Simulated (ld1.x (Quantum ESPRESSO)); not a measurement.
## Mg (Z = 12), PAW: configuration errors across variants

```
Element                 : Mg (Z = 12)
Generator               : ld1.x (Quantum ESPRESSO) 7.5
Type                    : PAW
Functional              : PBE
Relativity              : non-relativistic
Frozen core             : [Ne]
Valence charge          : 2
Reference configuration : 3s1.5 3p0.5
Partial waves           : 3s (bound): rcut 2.55, rcutus 2.85 bohr; 3s channel at 0.7 Ry: rcut 2.55, rcutus 2.85 bohr; 3p (bound): rcut 3.25, rcutus 3.80 bohr; 3p channel at 4.5 Ry: rcut 3.25, rcutus 3.80 bohr; 3d channel at 0.3 Ry: rc 3.60 bohr
Local potential         : the d channel
Core correction         : Bessel-smoothed model core inside 1.85 bohr
Augmentation charge     : BESSEL, radius 2.50 bohr
```

All-electron excitation energies from the reference (eV): (1) 3s2 3p0 -1.710; (2) 3s1 3p0 6.239; (3) 3s1.5 3p0 1.430; (4) 3s1 3p1 1.766.

The overlap operator is not positive definite (basis up to 400 Ry) in “waves 3p (bound): rcut 3.25, rcutus 4.68 bohr; 3p channel at 4.5 Ry: rcut 3.25, rcutus 4.68 bohr”. Such files are unfit for use, however small their errors in these radial tests.

5 further variants failed, have other tests or too few solved ones, and are left out.

Errors AE − PS in meV (a dash: test not solved or not reliable):

```csv
change,(1),(2),(3),(4),bound ghosts
base,-0.5,-2.2,-0.1,-0.4,none
core correction Bessel-smoothed model core inside 2.12 bohr,-0.4,-2.2,-0.1,-0.4,none
"waves 3p (bound): rcut 3.25, rcutus 4.68 bohr; 3p channel at 4.5 Ry: rcut 3.25, rcutus 4.68 bohr",-0.2,-2.3,0.0,-1.9,not determined (overlap not positive)
"wave 3p channel at 4.5 Ry: rcut 3.25, rcutus 3.80 bohr becomes 3p channel at 4.09 Ry: rcut 3.25, rcutus 3.80 bohr",-0.5,-2.2,-0.1,-0.4,none
type TM; waves now 3s (bound): rc 2.85 bohr; 3d channel at 0.3 Ry: rc 3.60 bohr; 3p (bound): rc 3.80 bohr; local potential the p channel,-0.7,+0.1,-0.3,-0.7,none
```

(1) Give the same row for: wave 3d channel at 0.3 Ry: rc 3.60 bohr becomes 3d channel at 0.3 Ry: rc 4.30 bohr.

Results:

(1) -0.5, -2.1, -0.1, –; bound ghosts: none.
